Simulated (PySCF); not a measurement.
A structure optimised at PBE-D3(BJ)/def2-SVP, used in a PySCF frequency run:

```xyz
8

C     -0.0683    -2.2291     0.0000
C     -0.5602    -1.0064     0.0000
C     -0.0403     0.3803     0.0000
F     -0.4551     1.0604    -1.0916
F     -0.4551     1.0604     1.0916
F      1.3214     0.3969     0.0000
H     -0.7150    -3.1241     0.0000
H      1.0278    -2.4038     0.0000
```
Charge 0, spin multiplicity 2.

Problem. Write its SMILES, formula and point group.

Solution. C=[C]C(F)(F)F, C3H2F3, Cs

Problem. What are its rotational constants (standard atomic weights)?

Solution. 5.5088, 2.8143, 2.7958 GHz
